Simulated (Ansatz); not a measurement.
System: C$_{2}$H$_{6}$Cl$_{2}$Si$_{2}$ (charge 0, singlet). 
Coordinates optimised at B3LYP-D3(BJ)/def2-TZVP (Ansatz, an electronic-structure program):
```xyz
12

C      0.2340     1.8596     1.6740
C      0.1093     0.8688     0.7821
Si    -1.5898     0.3973     0.1894
Cl    -1.6110     0.4083    -1.8814
Si     1.6404     0.0055     0.1732
Cl     1.4060    -2.0379     0.4144
H      1.1958     2.1582     2.0835
H     -0.6192     2.4243     2.0416
H     -2.5741     1.3854     0.6777
H     -1.9597    -0.9649     0.6156
H      2.8044     0.4453     0.9703
H      1.8691     0.2450    -1.2636
```

Atomisation energy built up term by term with Ansatz (kcal/mol; UHF references for open shells; valence terms freeze the core; atomic spin-orbit terms are left out). CBS marks a two-point X^-3 extrapolation of the correlation energy; Hartree-Fock from the larger set.

| term | basis | kcal/mol |
|---|---|---|
| Hartree-Fock | cc-pV(Q+d)Z | 772.49 |
| CCSD correlation | CBS(cc-pV(T+d)Z,cc-pV(Q+d)Z) | [?] |
| (T) | CBS(cc-pV(T+d)Z,cc-pV(Q+d)Z) | [?] |
| core correlation | cc-pwCVTZ | 2.29 |
| scalar relativity (X2C) | cc-pVTZ-DK against cc-pVTZ | -2.13 |
| sum: De |  | [?] |

Complete the blanks.


- CCSD correlation, kcal/mol: 231.80
- (T), kcal/mol: 17.23
- sum: De, kcal/mol: 1021.7
